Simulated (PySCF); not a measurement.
Identify the unknown among the candidates.

All candidates are C6H6ClP.

| technique | computed result |
| --- | --- |
| Rotational structure | rotational constants A, B, C: 2.771, 1.084, 0.783 GHz [GFN2-xTB] |
| 1H NMR | chemical shifts (computed TMS as zero) by class: 9.10 (1 H), 9.03 (1 H), 8.19 (1 H), 2.67 (3 H) ppm [GIAO PBE0/pcSseg-1] |
| Polarisability | 107.5 au [wB97X-D/def2-SVPD] |
| Triplet | lowest triplet excitation (Tamm–Dancoff): 3.18 eV [TDA wB97X-D/def2-SVPD] |
| Dipole | 0.57 D [wB97X-D/def2-SVPD] |
| 13C NMR | chemical shifts (computed TMS as zero) by class: 166.1 (1 C), 163.7 (1 C), 148.2 (1 C), 147.5 (1 C), 140.7 (1 C), 28.5 (1 C) ppm [GIAO PBE0/pcSseg-1] |
| UV, strongest line | among the 8 lowest singlet transitions: S8 at 6.65 eV (186 nm, f = 0.560) [TDDFT wB97X-D/def2-SVPD] |
| UV, first state | lowest singlet excitation: 4.77 eV (260 nm, f = 0.012) [TDDFT wB97X-D/def2-SVPD] |
| NMR, other nuclei | isotropic shieldings of nuclei other than C and H, by class: 95 (1 P), 698 (1 Cl) ppm [GIAO PBE0/pcSseg-1] |

Electronic properties: PySCF, gas phase, density fitting. Levels stand in brackets. Geometry: GFN2-xTB; no solvent, vibrations or thermal averaging. NMR classes are plain means over equivalent atoms (diastereotopic ones count apart unless rotation or inversion swaps them), as if these changed places fast.

**Question.** Which candidate is it?
A. `Cc1cpccc1Cl`
B. `Cc1cc(Cl)ccp1`
C. `Pc1ccc(Cl)cc1`

**Answer.** A. It is `Cc1cpccc1Cl`. Numbering: `[CH3:1][c:2]1[cH:3][p:4][cH:5][cH:6][c:7]1[Cl:8]`. 6 carbons fall into 6 classes; from least to most shielded: aromatic CH carbon [C3] (166.1 ppm), aromatic CH carbon [C5] (163.7 ppm), aromatic C–Cl carbon [C7] (148.2 ppm), substituted aromatic carbon [C2] (147.5 ppm), aromatic CH carbon [C6] (140.7 ppm), benzylic-type carbon [C1] (28.5 ppm). Hydrogen classes from least to most shielded: 1 H on an aromatic CH carbon, C3 (9.10 ppm), 1 H on an aromatic CH carbon, C5 (9.03 ppm), 1 H on an aromatic CH carbon, C6 (8.19 ppm), 3 H on a benzylic-type carbon, C1 (2.67 ppm, a mean of values up to 0.6 ppm apart in this geometry). The other shieldings belong to: 95 ppm, phosphorus bonded to 2 C [P4]; 698 ppm, aryl chlorine [Cl8]. The optimised geometry has point group Cs and is an asymmetric top.

The others, at the same levels:
- `Pc1ccc(Cl)cc1` fails: it has 4 carbon classes against 6; its computed 13C shifts are 144.3 (1 C), 137.6 (2 C), 136.8 (1 C), 134.7 (2 C) ppm, 1H shifts are 7.57 (2 H), 7.48 (2 H), 4.01 (2 H) ppm and rotational constant A is 5.521 GHz (against 2.771 GHz).
- `Cc1cc(Cl)ccp1` fails: its computed 13C shifts are 182.5 (1 C), 166.3 (1 C), 148.1 (1 C), 140.7 (1 C), 137.2 (1 C), 27.6 (1 C) ppm, 1H shifts are 9.02 (1 H), 8.08 (1 H), 7.95 (1 H), 2.91 (3 H) ppm and smallest rotational constant is 0.731 GHz (against 0.783 GHz).

Each candidate is one conformer, not necessarily the lowest. The conformers computed, where there is a choice (atom-mapped SMILES and torsion angles):
- `[PH2:1][c:2]1[cH:3][cH:4][c:5]([Cl:6])[cH:7][cH:8]1`: H–P1–C2–C3 45°, H–P1–C2–C3 138°
